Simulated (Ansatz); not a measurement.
Frontier orbitals of C8H23N3OTi, SMILES `CC[O][Ti]([N](C)C)([N](C)C)[N](C)C`.

Z-matrix (Å, degrees):
```
Ti
N 1 1.893
C 1 2.894 2 105.7
N 1 1.898 2 105.3 3 -141.8
C 1 3.036 2 84.3 3 -140.7
C 1 2.857 2 26.6 3 140.0
N 1 1.897 2 108.0 3 -26.7
O 1 1.809 2 111.7 3 96.2
C 1 2.999 2 108.2 3 -50.2
C 1 2.851 2 132.1 3 -144.8
C 1 3.021 2 21.5 3 -36.1
H 3 1.100 1 124.8 2 -21.7
H 3 1.101 1 124.3 2 -177.7
H 3 1.093 1 76.0 2 80.3
H 5 1.101 1 122.6 2 -102.2
H 5 1.101 1 123.6 2 110.8
H 5 1.091 1 82.1 2 4.4
H 6 1.095 1 75.0 2 177.1
H 6 1.101 1 126.3 2 76.5
H 6 1.100 1 123.4 2 -81.6
C 8 1.389 1 153.8 2 72.6
H 9 1.101 1 123.1 2 169.0
H 9 1.091 1 80.5 2 -85.5
H 9 1.101 1 124.0 2 19.7
H 10 1.095 1 74.4 2 -175.1
H 10 1.101 1 125.5 2 84.5
H 10 1.101 1 124.3 2 -74.4
H 11 1.091 1 81.6 2 -177.3
H 11 1.101 1 124.3 2 -71.1
H 11 1.101 1 122.0 2 76.5
C 21 1.515 8 112.1 1 45.7
H 21 1.100 8 109.5 1 -76.4
H 21 1.098 8 108.9 1 167.3
H 31 1.093 21 110.6 8 -58.9
H 31 1.093 21 110.6 8 -179.1
H 31 1.092 21 110.6 8 60.8
```

The species carries charge 0 and has multiplicity 1. Correlated methods include outer-core shells of Ti, which these sets cover unevenly. Scalar relativity is left out up to krypton. The structure was optimised at the PBE0-D4/def2-TZVP level. It is one conformer, not always the lowest. Basis def2-TZVPP, Ansatz 0.2.0.

```
functional  HOMO (eV)  LUMO (eV)  gap (eV)
       PBE      -4.63      -1.34      3.29
    r2SCAN      -4.84      -1.23      3.61
      PBE0      -5.86      -0.38      5.48
     B3LYP      -5.66      -0.64      5.02
   r2SCANh      -5.31      -0.87      4.44
   r2SCAN0      -6.02      -0.30      5.72
     BHLYP      -7.05       0.74      7.79
 CAM-B3LYP      -7.19       0.73      7.92
   ωB97M-V      -8.13       1.58      9.71
```

Against PBE, PBE0 changes HOMO and LUMO by −1.23 and +0.96 eV, ωB97M-V by −3.50 and +2.92 eV. A gap of 3.29 eV thus becomes 9.71 eV for the same molecule, so an orbital gap means little without its functional. A positive LUMO is unbound and depends on the basis.

B3LYP here is the variant with VWN-RPA as its local correlation; programs differ in this.
